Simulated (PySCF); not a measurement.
A structure optimised at PBE-D3(BJ)/def2-SVP, used in a PySCF frequency run:

```
Si
O 1 1.6589
H 2 0.9744 1 114.47
O 1 1.6589 2 114.53 3 -71.02
H 4 0.9744 1 114.47 2 -71.02
Cl 1 2.0581 2 104.80 3 167.33
Cl 1 2.0581 2 110.83 3 47.27
```
Charge 0, spin multiplicity 1.

**Question.** Write its SMILES, formula and point group.

**Answer.** O[Si](O)(Cl)Cl, Cl2H2O2Si, C2

**Question.** What are its rotational constants (standard atomic weights)?

**Answer.** 2.9196, 1.8496, 1.6216 GHz
